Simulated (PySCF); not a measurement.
Tetrafluoroborate, SMILES F[B-](F)(F)F (BF4 (anion, charge -1)), singlet, B3LYP/def2-SVP optimised geometry.

```
5

F     -0.94    -0.99    -1.15
B     -0.47    -0.33     0.00
F     -0.94    -1.00     1.15
F      0.94    -0.33     0.00
F     -0.94     1.00     0.00
```

Density from B3LYP/def2-TZVPD run with PySCF at that geometry.

Minimum of the electron density along straight lines between bonded atoms, close to the bond critical point (lines longer than 1.1 times the sum of covalent radii, or with two minima, are not listed):

```json
[
 {"bond": "F1–B2", "length / Å": "1.407", "ρ at the minimum / e bohr⁻³": "0.165", "∇²ρ there / e bohr⁻⁵": "0.77", "position (fraction from the first atom)": "0.67"},
 {"bond": "B2–F3", "length / Å": "1.408", "ρ at the minimum / e bohr⁻³": "0.165", "∇²ρ there / e bohr⁻⁵": "0.77", "position (fraction from the first atom)": "0.33"},
 {"bond": "B2–F4", "length / Å": "1.407", "ρ at the minimum / e bohr⁻³": "0.165", "∇²ρ there / e bohr⁻⁵": "0.77", "position (fraction from the first atom)": "0.33"},
 {"bond": "B2–F5", "length / Å": "1.408", "ρ at the minimum / e bohr⁻³": "0.165", "∇²ρ there / e bohr⁻⁵": "0.77", "position (fraction from the first atom)": "0.33"}
]
```
